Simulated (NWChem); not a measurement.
# C2H4N3 cation; SMILES c1n[nH]c[nH+]1

Results from NWChem. Structure relaxed at the PBE0/def2-SVP level. Level: M06-2X/def2-SVP with COSMO at NWChem's default radii, gas-phase geometry; rows give the dielectric constant. Reactions with the solvent are ignored.

```csv
dielectric constant,electrostatic solvation energy (kcal/mol)
2.4,-40.3
4.8,-54.9
7.6,?
46.7,-68.1
78.4,-68.7
```

Question: Complete the blanks.

Answer: 
- 7.6, electrostatic solvation energy (kcal/mol): -60.3
